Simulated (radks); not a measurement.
Values are calculated unless marked as measured or tabulated.
Problem. Excited configurations of Ne I: one electron is placed in a higher orbital outside [He] 2s2 2p5. The ground configuration is [Ne]. Level of theory: scalar-relativistic Kohn-Sham, PBE, spin-polarised, spherical densities, point nucleus; open shells are filled with parallel spins first (a radial shooting solver on a logarithmic mesh with Libxc functionals). Excitation = E - E(ground); binding = E(ion) - E, where the ion is the core of charge +1; n* = 1/sqrt(2 binding) in atomic units, and the quantum defect is n - n*.

outer orbital  excitation (eV)  binding (eV)     n*  quantum defect  eigenvalue (eV)  <r> (bohr)
3s                      16.815         5.154  1.625           1.375           -2.927       4.213
3d                      20.318         1.651  2.871           0.129           -0.797       9.858
4f                      21.007         0.963  3.759           0.241           -0.482       16.82
5s                      20.730         1.239  3.313           1.687           -0.804       18.07
5p                      20.972         0.998  3.693           1.307           -0.641       21.81
5d                      21.272         0.697  4.417           0.583           -0.448       30.19
5f                      21.302         0.667  4.517           0.483           -0.405       28.64

Estimate the row for 4s.

Solution. excitation (eV) 19.741; binding (eV) 2.228; n* 2.471; quantum defect 1.529; eigenvalue (eV) -1.367; <r> (bohr) 9.859. The Delta-SCF ionisation energy is 21.969 eV (NIST Atomic Spectra Database: 21.565 eV, measured). Self-interaction in the functional shifts the binding energies and quantum defects, so they are the method's values and not measured ones. Open shells are spherical and high-spin; term and fine-structure splittings are not resolved.
